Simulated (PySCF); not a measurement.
## Two-component Hartree-Fock for Pd³⁷⁺ (palladium, charge +37)

Start: [He] 2s2 2p5; 2p1/2 filled at m_j = +1/2; 2p3/2 filled at m_j = -3/2, -1/2, +1/2, +3/2. Calculated with PySCF 2.14 in an even-tempered Gaussian basis (17 s from 17 bohr⁻², ratio 2.4; 12 p from 21 bohr⁻², ratio 2.4; 5 d from 80 bohr⁻², ratio 2.6; 4 f from 120 bohr⁻², ratio 2.6): generalised Hartree-Fock with the X2C-1e Hamiltonian and a Gaussian nucleus; one run each with spin-orbit coupling (SO) screened by Boettger's factors, then bare. This is a chosen level, not necessarily the ground level.

```json
{"spinor shell": "1s1/2", "electrons": "2", "ε, screened SO (eV)": "-26932.2", "ε, bare SO (eV)": "-26932.4", "weight of nominal j (bare SO)": "1.000", "rms radius, bare SO (bohr)": "0.0365"}
{"spinor shell": "2s1/2", "electrons": "2", "ε, screened SO (eV)": "-5871.2", "ε, bare SO (eV)": "-5871.2", "weight of nominal j (bare SO)": "1.000", "rms radius, bare SO (bohr)": "0.145"}
{"spinor shell": "2p1/2", "electrons": "1", "ε, screened SO (eV)": "-5663.0", "ε, bare SO (eV)": "-5668.8", "weight of nominal j (bare SO)": "1.000", "rms radius, bare SO (bohr)": "0.125"}
{"spinor shell": "2p3/2", "electrons": "4", "ε, screened SO (eV)": "-5481.0", "ε, bare SO (eV)": "-5478.8", "weight of nominal j (bare SO)": "1.000", "rms radius, bare SO (bohr)": "0.130"}
```

```csv
quantity,screened SO,bare SO
E (hartree),-3740.30648,-3740.17141
M_J,1/2,1/2
⟨J²⟩,0.750,0.750
⟨L²⟩,2.002,2.003
⟨S²⟩,0.752,0.752
```

Each row is a mean over spinors that exchange with the open shell spreads, by up to 12.518 eV (2p3/2).

Breit and QED terms are absent; they matter most for the inner s and p1/2 levels.

Densities and radii are taken from the X2C orbitals without a picture-change correction, which distorts them close to the nucleus.
